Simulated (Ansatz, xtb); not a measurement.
The molecule CdO+, multiplicity 2 (lowest of 2S+1 = 2, 4 at CCSD(T)/def2-TZVPP on PBE0 minima; our sources give no spin for the ground state, which may be another). No spin–orbit coupling. The T1 diagnostic near the minimum is 0.046, so single-reference values are doubtful.

Seven points along R, fitted to fifth degree in 1/R; most abundant isotopes. In def2 and cc sets the state is the lowest found near the PBE0 minimum, followed along R.

The values were computed with Ansatz (a quantum-chemistry and plane-wave program); xtb for the GFN methods. Each number belongs to the level named beside it. In def2 rows elements past Kr take small-core potentials, without spin–orbit coupling. The GFN methods have no spin term and hold the electronic entropy of 300 K.

```tsv
level	r_e (Å)	ω_e (cm⁻¹)	ω_e x_e (cm⁻¹)
GFN2-xTB	1.913	423	0.47
SVWN5/def2-TZVPP	1.953	?	3.5
PBE/def2-TZVPP	?	?	3.7
```

Question: Some entries are withheld; supply them.

Answer: 
- PBE/def2-TZVPP, r_e (Å): 2.003
- PBE/def2-TZVPP, ω_e (cm⁻¹): 519
- SVWN5/def2-TZVPP, ω_e (cm⁻¹): 565
